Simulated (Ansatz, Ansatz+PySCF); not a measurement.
```xyz
2

Ti    0.0000    0.0000   -0.3897
O     0.0000    0.0000    1.0716
```

Basis set: def2-SVP (spherical functions). Frozen core: 6 orbitals. Correlation on ROHF uses semicanonical orbitals with singles. Charge 0, multiplicity 3.

Computed with Ansatz (development build ahead of 0.2.0); each method stands on the lowest determinant of its kind that the runs found.

The atomization energy at this shape (free ground-state atoms in the same class of orbitals less the molecule, no zero-point energy) of triplet TiO:

| method | atomization energy |
| --- | --- |
| ROHF-CCSD(T) | 125.25 kcal/mol |
| ROHF-MP2 | 143.79 kcal/mol |
| UHF | 40.71 kcal/mol |
| ROHF | 43.55 kcal/mol |

(1) What does ROHF-CCSD give?

Results:

(1) 115.07 kcal/mol. Caution: the shape is not the minimum.
